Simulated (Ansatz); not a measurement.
def2 core potentials replace the inner electrons of Sn.

B3LYP has the VWN-RPA correlation part, as in Gaussian. 

CH₃Cl₃Sn, SMILES `[CH3][Sn]([Cl])([Cl])[Cl]` (charge 0, multiplicity 1)

All values below come from B3LYP-D3(BJ)/def2-TZVP // PBE0-D3(BJ)/def2-SVP run with Ansatz (a first-principles code).

```yaml
HOMO: -8.83 eV
dipole_moment: 3.49 D
LUMO: -2.54 eV
HOMO–LUMO gap: 6.29 eV
vertical ionisation energy (Delta-SCF): 10.78 eV
adiabatic electron affinity (no zero-point term): 1.89 eV
electron reorganisation energy (four-point): 60.28 kcal/mol
total_energy: -1635.1539 Ha
cost: around 80 core-seconds (rough)
```

Bonds (Å): C1–Sn2 2.123, C1–H6 1.098, C1–H7 1.098, C1–H8 1.098, Sn2–Cl3 2.334, Sn2–Cl4 2.334, Sn2–Cl5 2.334. Angles (°): Sn2–C1–H6 108.5, Sn2–C1–H7 108.5, Sn2–C1–H8 108.5, H6–C1–H7 110.5, H6–C1–H8 110.5, H7–C1–H8 110.5, C1–Sn2–Cl3 112.0, C1–Sn2–Cl4 112.0, C1–Sn2–Cl5 112.0, Cl3–Sn2–Cl4 106.9, Cl3–Sn2–Cl5 106.9, Cl4–Sn2–Cl5 106.9.
Charge 0, spin multiplicity 1.
